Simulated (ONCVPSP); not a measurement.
# Transferability test, ONCV potential for nitrogen (N)

nitrogen (N), optimised norm-conserving Vanderbilt (ONCV), made with ONCVPSP 4.0.1 (PBE, scalar-relativistic). Core [He], reference 2s2 2p3. Waves: 2s: rc 1.15 bohr, ncon 4, nbas 7, qcut 5.9 1/bohr, 2 projectors, debl 3.4 Ha; 2p: rc 1.75 bohr, ncon 3, nbas 6, qcut 6.6 1/bohr, 1 projector; d scattering state at 0.18 Ha: rc 1.65 bohr, ncon 4, nbas 8, qcut 5.5 1/bohr, 1 projector. Local part: polynomial inside 0.70 bohr (lpopt 5, dvloc0 -1 Ha). Core correction: Teter function, fcfact 3, rcfact 1.7.

Energies are relative to the spin-unpolarised reference configuration 2s2 2p3; without spin polarisation the order of configurations can differ from experiment.

| valence configuration | charge | ΔE all-electron (eV) | error AE − PS (meV) |
| --- | --- | --- | --- |
| 2s2 2p1 | +2 | 42.445 | +365 |
| 2s2 2p0 | +3 | 89.527 | +1554 |

Problem. What are ΔE and the potential's error for 2s2 2p2?

Solution. ΔE = 13.591 eV all-electron; the error (AE − PS) is +37 meV.

Problem. What are ΔE and the potential's error for 2s1 2p4?

Solution. ΔE = 11.507 eV all-electron; the error (AE − PS) is -2.9 meV.

Note: no bound ghost flagged; GHOST(+) flagged for d at 105.0 eV.
